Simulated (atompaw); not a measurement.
# Logarithmic derivatives: Bi (Z = 83), PAW (atompaw)

bismuth, PAW, made with atompaw 4.2.0.5 (PBEsol, scalar-relativistic). Core [Xe] 4f14 5d10, reference 6s2 6p3. Waves: 6s (bound): rc 3.00 bohr; 6s channel at 0.8 Ry: rc 3.00 bohr; 6p (bound): rc 3.00 bohr; 6p channel at 0.05 Ry: rc 3.00 bohr; 6d channel at -0.1 Ry: rc 2.65 bohr. Local part: ultrasoft scheme with l = 3 at 0 Ry, radius 2.65 bohr. Core correction: smooth core density matched at 2.80 bohr. Augmentation charge: gaussian compensation charge, radius 2.75 bohr; PAW radius 3.00 bohr; waves and projectors: custom polynom2 7 10 vanderbiltortho.

The phase is arctan(r·u′/u) with u = r·R(r), unwrapped; energies in Ry, scanned from -3 to 5 Ry. A pole is an energy at which the radial function vanishes at the test radius. The pseudo phase is shifted by a multiple of π to meet the all-electron one at the reference energy, and phase errors are pseudo minus all-electron; the curves can meet again beyond the range given. Levels narrower than the energy grid can be missing from the lists of poles.

```tsv
channel	radius (bohr)	reference energy (Ry)	poles, all-electron	poles, pseudo	unbroken range about the reference energy with phases within 0.05 rad	phase error 1 Ry above the reference energy (rad)
s	3.01	-1.07	-0.56	-0.56, 2.05	below 1.5	-0.001
p	3.01	-0.34	0.81	0.81, 4.13	below 2.5	-0.000
d	3.01	-0.10	-1.95, 2.96	1.50	-1.7 to 0.4	-0.554
```

Phases in the p channel:

```tsv
E (Ry)	all-electron	pseudo
-3.00	1.352	1.352
-2.52	1.324	1.323
-2.04	1.281	1.281
-1.56	1.206	1.206
-1.08	1.033	1.033
-0.60	0.329	0.329
-0.12	-1.101	-1.101
0.36	-1.451	-1.451
0.84	-1.577	-1.577
1.32	-1.654	-1.655
1.80	-1.724	-1.729
2.28	-1.810	-1.830
2.76	-1.957	-2.073
3.24	-2.343	-3.548
3.72	-3.534	-4.523
4.20	-4.252	-4.738
4.68	-4.465	-4.921
```
